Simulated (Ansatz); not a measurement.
`[SiH3]NPS` + `CC(N)O` → `OPS` + `CC(N)N[SiH3]`  (formal exchange of groups at a P–N bond)

Gas-phase electronic energies from Ansatz, PBE0-D4/def2-TZVP geometries. CCSD(T)/CBS is the MP2 limit (def2-TZVPP, def2-QZVPP) plus CCSD(T) − MP2 in def2-TZVPP, frozen cores. Functionals use def2-TZVPP. B3LYP here is the variant with VWN-RPA as its local correlation; programs differ in this. Each species was taken in one conformer, which may not be the lowest.

```tsv
level	ΔE (kJ/mol)	difference from CCSD(T)/CBS
PBE-D4	-1.1	-0.2
r2SCAN-D4	-1.2	-0.3
PBE0-D4	0.5	1.4
B3LYP-D4	0.1	1.0
ωB97X-V	-0.3	0.6
ωB97M-V	-0.7	0.2
B2PLYP	-1.1	-0.2
PBE	-2.0	-1.1
r2SCAN	-1.0	-0.1
PBE0	-0.3	0.6
B3LYP	-1.9	-1.0
HF/def2-TZVPP	1.7	2.6
MP2/def2-TZVPP	-0.4	0.5
SCS-MP2/def2-TZVPP	-1.0	-0.1
CCSD/def2-TZVPP	-0.4	0.5
CCSD(T)/def2-TZVPP	-0.4	0.5
HF/def2-QZVPP	0.5	1.4
MP2/def2-QZVPP	-1.1	-0.2
SCS-MP2/def2-QZVPP	-1.7	-0.8
HF/CBS(def2)	0.4	1.3
MP2/CBS(def2)	-0.9	0.0
CCSD/CBS(def2)	-0.9	0.0
CCSD(T)/CBS	-0.9	0
```

Largest T1 diagnostic among the species: 0.014.
